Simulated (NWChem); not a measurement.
The numbers come from NWChem runs, not from measurements. System: CF$_{3}$, charge 1, spin multiplicity 1, at the geometry of a parent with another charge or spin, in a state set for the comparison that need not be this species' ground state. Level: RHF/def2-TZVP.

Input file:

```
start mol
memory heap 200 mb stack 900 mb global 1100 mb
charge 1
geometry units angstroms nocenter noautoz
  F      0.624784    -0.075242     1.082955
  C      0.002034     0.320727     0.000000
  F      0.624784    -0.075242    -1.082955
  F     -1.250924    -0.063334     0.000000
  symmetry group Cs
end
basis spherical
  * library def2-tzvp
end
scf
  rhf
  nopen 0
  maxiter 100
  thresh 1e-7
  semidirect memsize 60000000 filesize 0
end
task scf energy
```

NWChem printed:

```
             Northwest Computational Chemistry Package (NWChem) 7.3.0
             --------------------------------------------------------

                                NWChem Input Module
                                -------------------

 Scaling coordinates for geometry "geometry" by  1.889725989
 (inverse scale =  0.529177249)

 Turning off AUTOSYM since
 SYMMETRY directive was detected!

                             Geometry "geometry" -> ""
                             -------------------------

 Output coordinates in angstroms (scale by  1.889725989 to convert to a.u.)

  No.       Tag          Charge          X              Y              Z
 ---- ---------------- ---------- -------------- -------------- --------------
    1 F                    9.0000     0.62478400    -0.07524200     1.08295500
    2 C                    6.0000     0.00203400     0.32072700     0.00000000
    3 F                    9.0000     0.62478400    -0.07524200    -1.08295500
    4 F                    9.0000    -1.25092400    -0.06333400     0.00000000

 Effective nuclear repulsion energy (a.u.)     124.7852150468

            Nuclear Dipole moment (a.u.)
            ----------------------------
        X                 Y               Z
 ---------------- ---------------- ----------------
    -0.0000000000     0.0000000000     0.0000000000

      Symmetry information
      --------------------

 Group name             Cs
 Group number              2
 Group order               2
 No. of unique centers     3

      Symmetry unique atoms

     1    2    4


 Summary of "ao basis" -> "" (spherical)
 ------------------------------------------------------------------------------
       Tag                 Description            Shells   Functions and Types
 ---------------- ------------------------------  ------  ---------------------
 *                         def2-tzvp                  on all atoms

 Summary of "ao basis" -> "ao basis" (spherical)
 ------------------------------------------------------------------------------
       Tag                 Description            Shells   Functions and Types
 ---------------- ------------------------------  ------  ---------------------
 F                         def2-tzvp                11       31   5s3p2d1f
 C                         def2-tzvp                11       31   5s3p2d1f

                                 NWChem SCF Module
                                 -----------------

  ao basis        = "ao basis"
  functions       =   124
  atoms           =     4
  closed shells   =    16
  open shells     =     0
  charge          =   1.00
  wavefunction    = RHF
  use symmetry    = T
  symmetry adapt  = T

 Summary of "ao basis" -> "ao basis" (spherical)
 ------------------------------------------------------------------------------
       Tag                 Description            Shells   Functions and Types
 ---------------- ------------------------------  ------  ---------------------
 F                         def2-tzvp                11       31   5s3p2d1f
 C                         def2-tzvp                11       31   5s3p2d1f

      Symmetry analysis of basis
      --------------------------

        a'         73
        a"         51

 Forming initial guess at       0.1s

      Superposition of Atomic Density Guess
      -------------------------------------

 Sum of atomic energies:        -335.92556331

 Renormalizing density from      33.00 to     32

      Non-variational initial energy
[...]
       Symmetry analysis of molecular orbitals - final
       -----------------------------------------------

  Numbering of irreducible representations:

     1 a'          2 a"

  Orbital symmetries:

     1 a'          2 a"          3 a'          4 a'          5 a'
     6 a'          7 a"          8 a'          9 a'         10 a"
    11 a'         12 a'         13 a"         14 a'         15 a"
    16 a"         17 a'         18 a'         19 a"         20 a'
    21 a'         22 a'         23 a"         24 a'         25 a"
    26 a'

             Final eigenvalues
             -----------------

              1
    1  -26.7281
    2  -26.7281
    3  -26.7280
    4  -11.9747
    5   -2.1027
    6   -2.0054
    7   -2.0054
    8   -1.3105
    9   -1.1899
   10   -1.1899
   11   -1.1397
   12   -1.0475
   13   -1.0475
   14   -1.0205
   15   -1.0205
   16   -1.0114
   17   -0.3575
   18   -0.0182
   19    0.0008
   20    0.0008
   21    0.0317
   22    0.1425
   23    0.1462
   24    0.1462
   25    0.3845
   26    0.3845

                       ROHF Final Molecular Orbital Analysis
                       -------------------------------------

 Vector   14  Occ=2.000000D+00  E=-1.020508D+00  Symmetry=a'
              MO Center= -5.0D-01, -3.5D-02, -9.4D-10, r^2= 1.7D+00
   Bfn.  Coefficient  Atom+Function         Bfn.  Coefficient  Atom+Function
  ----- ------------  ---------------      ----- ------------  ---------------
   100      0.338591  4 F  py               103      0.298609  4 F  py
    99     -0.215654  4 F  px               102     -0.192645  4 F  px
     7     -0.167658  1 F  py                69     -0.167658  3 F  py

 Vector   15  Occ=2.000000D+00  E=-1.020508D+00  Symmetry=a"
              MO Center=  5.0D-01, -4.1D-02,  9.4D-10, r^2= 1.7D+00
   Bfn.  Coefficient  Atom+Function         Bfn.  Coefficient  Atom+Function
  ----- ------------  ---------------      ----- ------------  ---------------
     7      0.291776  1 F  py                69     -0.291776  3 F  py
    10      0.257305  1 F  py                72     -0.257305  3 F  py
     8      0.194780  1 F  pz                70      0.194780  3 F  pz
    11      0.173884  1 F  pz                73      0.173884  3 F  pz

 Vector   16  Occ=2.000000D+00  E=-1.011393D+00  Symmetry=a"
              MO Center= -3.8D-04, -6.4D-02, -9.7D-15, r^2= 1.9D+00
   Bfn.  Coefficient  Atom+Function         Bfn.  Coefficient  Atom+Function
  ----- ------------  ---------------      ----- ------------  ---------------
   101      0.307620  4 F  pz               104      0.271908  4 F  pz
     6      0.266406  1 F  px                68     -0.266406  3 F  px
     9      0.235478  1 F  px                71     -0.235478  3 F  px
     8     -0.153822  1 F  pz                70     -0.153822  3 F  pz

 Vector   17  Occ=0.000000D+00  E=-3.574774D-01  Symmetry=a'
              MO Center=  3.8D-03,  6.0D-01, -4.4D-14, r^2= 1.3D+00
   Bfn.  Coefficient  Atom+Function         Bfn.  Coefficient  Atom+Function
  ----- ------------  ---------------      ----- ------------  ---------------
    36      0.382175  2 C  s                 41      0.378156  2 C  py
    35      0.369352  2 C  s                 38      0.366886  2 C  py
     7     -0.169466  1 F  py                69     -0.169466  3 F  py
   100     -0.168991  4 F  py                44      0.163957  2 C  py
    13     -0.152597  1 F  py                75     -0.152597  3 F  py

 Vector   18  Occ=0.000000D+00  E=-1.815386D-02  Symmetry=a'
              MO Center=  2.2D-03,  3.5D-01,  2.0D-15, r^2= 4.2D+00
   Bfn.  Coefficient  Atom+Function         Bfn.  Coefficient  Atom+Function
  ----- ------------  ---------------      ----- ------------  ---------------
    36      2.687160  2 C  s                  5     -0.905448  1 F  s
    67     -0.905448  3 F  s                 98     -0.905485  4 F  s
    41     -0.535149  2 C  py                35     -0.314083  2 C  s
   105     -0.295300  4 F  px                14      0.255687  1 F  pz
    76     -0.255687  3 F  pz                38     -0.223473  2 C  py

 Vector   19  Occ=0.000000D+00  E= 8.159985D-04  Symmetry=a"
              MO Center= -5.1D-02,  6.0D-01,  6.3D-11, r^2= 4.0D+00
   Bfn.  Coefficient  Atom+Function         Bfn.  Coefficient  Atom+Function
  ----- ------------  ---------------      ----- ------------  ---------------
    45      1.703034  2 C  pz                 5     -1.111126  1 F  s
    67      1.111126  3 F  s                 42      0.538898  2 C  pz
   107     -0.336195  4 F  pz                12      0.293738  1 F  px
    74     -0.293738  3 F  px                39      0.219006  2 C  pz
    13     -0.186223  1 F  py                75      0.186223  3 F  py

 center of mass
 --------------
 x =  -0.00003708 y =  -0.00584694 z =   0.00000000

 moments of inertia (a.u.)
 ------------------
         164.580977535626           0.975749527086           0.000000000000
           0.975749527086         318.265821854586           0.000000000000
           0.000000000000           0.000000000000         164.576940434624

  Mulliken analysis of the total density
  --------------------------------------

    Atom       Charge   Shell Charges
 -----------   ------   -------------------------------------------------------
    1 F    9     8.99   0.77  1.20  0.61  1.03  0.31  2.20  2.22  0.62  0.00  0.02  0.00
    2 C    6     5.04   0.85  1.13  0.54  0.44 -0.01  0.94  0.75  0.01  0.07  0.26  0.04
    3 F    9     8.99   0.77  1.20  0.61  1.03  0.31  2.20  2.22  0.62  0.00  0.02  0.00
    4 F    9     8.99   0.77  1.20  0.61  1.03  0.31  2.20  2.22  0.62  0.00  0.02  0.00

       Multipole analysis of the density wrt the origin
       ------------------------------------------------

     L   x y z        total         open         nuclear
     -   - - -        -----         ----         -------
     0   0 0 0      1.000000      0.000000     33.000000

     1   1 0 0      0.004870      0.000000     -0.000000
     1   0 1 0      0.767884      0.000000      0.000000
     1   0 0 1     -0.000000      0.000000      0.000000

     2   2 0 0    -12.342024      0.000000     75.384144
     2   1 1 0      0.006565      0.000000     -0.461494
     2   1 0 1      0.000000      0.000000      0.000000
     2   0 2 0    -11.307206      0.000000      2.696868
     2   0 1 1     -0.000000      0.000000      0.000000
     2   0 0 2    -12.342079      0.000000     75.386052

 Task  times  cpu:        5.2s     wall:        5.2s

 Total times  cpu:        5.3s     wall:        5.3s
```
